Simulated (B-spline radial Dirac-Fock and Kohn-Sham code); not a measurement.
## Pb⁺ 5d5/2: cross section and angular parameters

System: Pb⁺, configuration [Xe] 4f14 5d10 6s2 6p1; threshold 33.69 eV (orbital energy of the model). These are calculated numbers from a radial B-spline solver; the model is Dirac-Hartree-Slater photoionisation with a Latter tail; cross sections with all multipoles, angular parameters from the dipole term and its interference with E2.

Input of the calculation (task.json; shells as n, l, electrons):

```json
{"items": [{
  "Z": 82,
  "q": 1,
  "cfg": [[1, 0, 2], [2, 0, 2], [2, 1, 6], [3, 0, 2], [3, 1, 6], [3, 2, 10], [4, 0, 2], [4, 1, 6], [4, 2, 10], [4, 3, 14], [5, 0, 2], [5, 1, 6], [5, 2, 10], [6, 0, 2], [6, 1, 1]],
  "A": 208,
  "rrms": 5.5012,
  "do": "xps",
  "hv": [66.6, 80, 100, 125.0, 150, 154.0, 155.0, 188.0, 214.0, 385.0, 392.0, 571.0, 587.0, 593.0, 768.0, 1253.6, 1720.0, 2060.0, 2670.0, 2984.4, 3690.0, 4250.0, 4820.0, 5414.7, 6040.0, 6120.0, 6320.0, 8047.8, 12000, 13200.0]
}]}
```

Run with: `python xray2_run.py task.json out`

For linearly polarised light dσ/dΩ = σ/(4π) [1 + β P₂(cos θ) + (δ + γ cos²θ) sin θ cos φ], with θ from the polarisation vector and φ the angle between the beam and the projection of the electron momentum on the plane normal to the polarisation.

| hν (eV) | σ (kb) | β | γ | δ |
| --- | --- | --- | --- | --- |
| 66.6 | 10000 | 0.969 | -0.014 | 0.005 |
| 80 | 4930 | 1.297 | -0.007 | 0.009 |
| 100 | 1880 | 1.684 | 0.052 | 0.014 |
| 125 | 651 | 1.972 | 0.224 | 0.008 |
| 150 | 268 | 1.900 | 0.444 | -0.019 |
| 154 | 237 | 1.840 | 0.471 | -0.024 |
| 155 | 230 | 1.823 | 0.478 | -0.026 |
| 188 | 107 | 0.787 | 0.457 | -0.052 |
| 214 | 81.8 | -0.110 | 0.203 | -0.028 |
| 385 | 86.3 | 0.139 | 0.101 | 0.061 |
| 392 | ? | ? | ? | ? |
| 571 | 74.2 | 0.738 | 0.221 | 0.028 |
| 587 | 72.7 | 0.769 | 0.220 | 0.025 |
| 593 | 72.2 | 0.781 | 0.219 | 0.025 |
| 768 | 56.5 | 1.018 | 0.161 | 0.009 |
| 1253.6 | 28.8 | 1.281 | -0.006 | 0.001 |
| 1720 | 16.6 | 1.363 | -0.042 | 0.008 |
| 2060 | 11.6 | 1.386 | -0.017 | 0.013 |
| 2670 | 6.69 | 1.394 | 0.080 | 0.024 |
| 2984.4 | 5.19 | 1.390 | 0.144 | 0.030 |
| 3690 | 3.12 | 1.369 | 0.298 | 0.042 |
| 4250 | 2.18 | 1.347 | 0.422 | 0.053 |
| 4820 | 1.57 | 1.323 | 0.546 | 0.063 |
| 5414.7 | 1.14 | 1.297 | 0.669 | 0.074 |
| 6040 | 0.843 | 1.269 | 0.791 | 0.086 |
| 6120 | 0.812 | 1.265 | 0.806 | 0.088 |
| 6320 | 0.742 | 1.257 | 0.843 | 0.091 |
| 8047.8 | 0.366 | 1.184 | 1.131 | 0.125 |
| 12000 | 0.105 | 1.044 | 1.631 | 0.202 |
| 13200 | 0.0772 | 1.007 | 1.748 | 0.226 |

Problem. Give the values at 392 eV.

Solution. σ = 86.2 kb, β = 0.174, γ = 0.112, δ = 0.060.
